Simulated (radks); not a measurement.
Ne1.75+, configuration [He] 2s2 2p(up 2.5, down 1.75) (fractional occupations, a model configuration).

All-electron calculation, non-relativistic Kohn-Sham, PBE, spin-polarised, spherical densities, point nucleus. Program: a radial shooting solver on a logarithmic mesh with Libxc functionals.

Energy parts (eV):
part                     energy
total                 -3454.145
kinetic                3447.464
electron-nucleus      -8038.358
Hartree                1444.413
exchange-correlation   -307.664

Orbitals (lengths in bohr, moments of r in powers of bohr):
orbital  occ.  eigenvalue (eV)    <r^2>  <1/r>
1s up       1        -873.1140  0.03375  9.603
1s down     1        -872.3861  0.03369  9.608
2s up       1         -72.8650   0.8391  1.743
2s down     1         -71.2051   0.8507  1.731
2p up     2.5         -49.6905   0.8614  1.619
2p down  1.75         -47.9709   0.8846  1.605

The highest occupied level is 2p down at -47.971 eV. The density falls to 0.001 e/bohr^3 at r = 2.44 bohr.
